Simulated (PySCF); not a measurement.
3-methoxypropanenitrile (C4H7NO), SMILES COCCC#N.

Geometry optimised at ωB97X-D3(BJ)/def2-SVP. One conformer was computed; it need not be the lowest.

Calculation: PBE/def2-TZVP run with PySCF.

Symmetry labels are those of the subgroup Cs that the program uses (full group Cs).

Computed valence orbital energies around the gap with their symmetry:
```json
[
 {"orbital": "HOMO−7", "symmetry": "A\"", "energy (eV)": "-11.15"},
 {"orbital": "HOMO−6", "symmetry": "A'", "energy (eV)": "-9.93"},
 {"orbital": "HOMO−5", "symmetry": "A\"", "energy (eV)": "-9.60"},
 {"orbital": "HOMO−4", "symmetry": "A'", "energy (eV)": "-8.51"},
 {"orbital": "HOMO−3", "symmetry": "A'", "energy (eV)": "-8.27"},
 {"orbital": "HOMO−2", "symmetry": "A'", "energy (eV)": "-8.04"},
 {"orbital": "HOMO−1", "symmetry": "A\"", "energy (eV)": "-8.04"},
 {"orbital": "HOMO", "symmetry": "A\"", "energy (eV)": "-6.45"},
 {"orbital": "LUMO", "symmetry": "A'", "energy (eV)": "-0.43"},
 {"orbital": "LUMO+1", "symmetry": "A\"", "energy (eV)": "-0.23"},
 {"orbital": "LUMO+2", "symmetry": "A'", "energy (eV)": "0.11"},
 {"orbital": "LUMO+3", "symmetry": "A'", "energy (eV)": "0.55"}
]
```
